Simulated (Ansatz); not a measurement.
Geometry optimisation, Ansatz, RKS PBE/6-31G*.

The input (input.yaml):

```yaml
crystal:
  periodic: [false, false, false]
  atoms:
    - { symbol: Si, position_ang: [0.0, 0.0, 0.0] }
    - { symbol: H, position_ang: [0.0, 0.0, 1.81] }
    - { symbol: "N", position_ang: [1.7163, 0.0, -0.6061] }
    - { symbol: H, position_ang: [2.2145, -0.918, -0.7868] }
    - { symbol: H, position_ang: [2.2175, 0.918, -0.7783] }
    - { symbol: "N", position_ang: [-0.8572, 1.4851, -0.6061] }
    - { symbol: H, position_ang: [-1.8773, 1.43, -0.8888] }
    - { symbol: H, position_ang: [-0.3367, 2.4058, -0.6766] }
    - { symbol: "N", position_ang: [-0.8572, -1.4851, -0.6061] }
    - { symbol: H, position_ang: [-1.3922, -2.1014, 0.0704] }
    - { symbol: H, position_ang: [-0.8219, -1.7344, -1.6357] }
    - { symbol: S, position_ang: [0.9154, -2.1476, 0.7757] }
    - { symbol: H, position_ang: [0.0354, -3.1814, 0.4338] }
    - { symbol: H, position_ang: [0.3729, -0.8749, 1.8802] }
basis:
  gaussian: { orbitals: "6-31G*" }
hamiltonian:
  xc: pbe
relax:
  f_tol: 0.15
  max_steps: 25
  restrain:
    - { distance: [0, 11], at: 3.36, k: 30.0 }
    - { distance: [13, 1], at: 1.86, k: 30.0 }
    - { distance: [0, 1], at: 1.46, k: 30.0 }
    - { distance: [13, 11], at: 1.4, k: 30.0 }
```

Run as:

```bash
$ ansatz run input.yaml --threads 2 --pin off --max-ram 3072MiB --backend cpu --events-out ev --progress --plain --runs-dir out
```

Q: Where does it end, and by what steps?

A: It converged. The restraints hold the end off the free minimum. After 15 steps the energy has fallen by 5.046 eV (the restraints' own energy left out); S12 moved furthest, 0.91 Å. Parted: Si1–S12 (2.46 → 3.38 Å). Joined: S12–H14 (1.77 → 1.38 Å).

| step | energy less start (eV) | largest force component (eV/Å) | accepted |
| --- | --- | --- | --- |
| 0 | 0.0000 | 2.813 | yes |
| 1 | -1.2728 | 2.661 | yes |
| 2 | -2.3114 | 4.641 | yes |
| 3 | -3.3378 | 4.724 | yes |
| 4 | -4.3174 | 1.902 | yes |
| 5 | -4.6870 | 0.738 | yes |
| 6 | -4.7932 | 0.817 | yes |
| 7 | -4.8948 | 0.871 | yes |
| 8 | -4.9352 | 0.831 | yes |
| 9 | -4.9647 | 0.968 | yes |
| 10 | -5.0030 | 0.782 | yes |
| 11 | -5.0167 | 0.828 | yes |
| 12 | -5.0366 | 0.576 | yes |
| 13 | -5.0302 | 0.777 | no |
| 14 | -5.0437 | 0.774 | yes |
| 15 | -5.0457 | 0.761 | yes |

```xyz
14
Properties=species:S:1:pos:R:3
Si -0.063 0.025 -0.066
H -0.182 -0.116 1.399
N 1.616 0.157 -0.451
H 2.252 -0.557 -0.088
H 1.860 0.434 -1.404
N -0.762 1.446 -0.799
H -1.779 1.505 -0.860
H -0.370 2.355 -0.542
N -0.920 -1.404 -0.654
H -1.791 -1.660 -0.180
H -1.039 -1.502 -1.666
S 1.336 -2.697 1.364
H 0.424 -2.569 0.332
H 0.746 -1.620 2.001
```

Time of the run: 46 s on 2 threads of Arm Neoverse V1, on a shared host, peak memory 0.15 GiB.
